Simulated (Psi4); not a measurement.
C₄H₉O, doublet, geometry from GFN2-xTB; CISD/6-31G** (Psi4).

Here is a job for Psi4.
```
memory 2 GB

molecule mol {
0 2
C     1.101851    0.089524   -1.006600
C     0.017726   -0.037210    0.142734
C    -1.001386   -1.099861   -0.335568
C    -0.655913    1.351639    0.260624
O     0.674743   -0.392709    1.223802
H     0.601904    0.382948   -1.923436
H     1.832732    0.834838   -0.710337
H     1.592325   -0.871110   -1.125215
H    -1.450055   -0.807292   -1.280409
H    -1.778000   -1.195270    0.419622
H    -0.512698   -2.064113   -0.445493
H     0.073641    2.096590    0.566369
H    -1.104467    1.645022   -0.684019
H    -1.426992    1.295512    1.025368
}

set {
  basis 6-31g**
  reference uhf
}

energy('cisd')
print_variables()
```

It wrote (shortened):

```
Traceback (most recent call last):
  File "psi4", line 375, in <module>
  File "<string>", line 35, in <module>
  File "site-packages/psi4/driver/driver.py", line 461, in energy
  File "site-packages/psi4/driver/task_planner.py", line 255, in task_planner
  File "site-packages/psi4/driver/driver_util.py", line 222, in negotiate_derivative_type
  File "site-packages/psi4/driver/driver_util.py", line 355, in highest_analytic_derivative_available

psi4.driver.p4util.exceptions.MissingMethodError: Method=cisd is not available for any derivative level under conditions CI_TYPE=CONV, REFERENCE=UHF, FREEZE_CORE=FALSE, QC_MODULE=(auto). See https://psicode.org/psi4manual/master/introduction.html#ss-cisd. Or did you mean? ccd ccsd cisdt cisdtq qcisd lccsd ci2 ci3 ci4 ci5 ci6 ci7 ci8 ci9 ci10 ci11 ci12 ci13 ci14 ci15 ci16 ci17 ci18 ci19 ci20 ci21 ci22 ci23 ci24 ci25 ci26 ci27 ci28 ci29 ci30 ci31 ci32 ci33 ci34 ci35 ci36 ci37 ci38 ci39 ci40 ci41 ci42 ci43 ci44 ci45 ci46 ci47 ci48 ci49 ci50 ci51 ci52 ci53 ci54 ci55 ci56 ci57 ci58 ci59 ci60 ci61 ci62 ci63 ci64 ci65 ci66 ci67 ci68 ci69 ci70 ci71 ci72 ci73 ci74 ci75 ci76 ci77 ci78 ci79 ci80 ci81 ci82 ci83 ci84 ci85 ci86 ci87 ci88 ci89 ci90 ci91 ci92 ci93 ci94 ci95 ci96 ci97 ci98

Printing out the relevant lines from the Psithon --> Python processed input file:
    H    -1.426992    1.295512    1.025368
    ""","mol")
    core.IO.set_default_namespace("mol")
    core.set_global_option("BASIS", "6-31g**")
    core.set_global_option("REFERENCE", "uhf")
--> energy('cisd')
    print_variables()

!----------------------------------------------------------------------------------!
!                                                                                  !
!  Method=cisd is not available for any derivative level under conditions          !
!     CI_TYPE=CONV, REFERENCE=UHF, FREEZE_CORE=FALSE, QC_MODULE=(auto). See        !
!     https://psicode.org/psi4manual/master/introduction.html#ss-cisd. Or did you  !
!     mean? ccd ccsd cisdt cisdtq qcisd lccsd ci2 ci3 ci4 ci5 ci6 ci7 ci8 ci9 ci10 !
!     ci11 ci12 ci13 ci14 ci15 ci16 ci17 ci18 ci19 ci20 ci21 ci22 ci23 ci24 ci25   !
!     ci26 ci27 ci28 ci29 ci30 ci31 ci32 ci33 ci34 ci35 ci36 ci37 ci38 ci39 ci40   !
!     ci41 ci42 ci43 ci44 ci45 ci46 ci47 ci48 ci49 ci50 ci51 ci52 ci53 ci54 ci55   !
!     ci56 ci57 ci58 ci59 ci60 ci61 ci62 ci63 ci64 ci65 ci66 ci67 ci68 ci69 ci70   !
!     ci71 ci72 ci73 ci74 ci75 ci76 ci77 ci78 ci79 ci80 ci81 ci82 ci83 ci84 ci85   !
!     ci86 ci87 ci88 ci89 ci90 ci91 ci92 ci93 ci94 ci95 ci96 ci97 ci98             !
!                                                                                  !
!----------------------------------------------------------------------------------!
```

The input was rejected before any calculation.
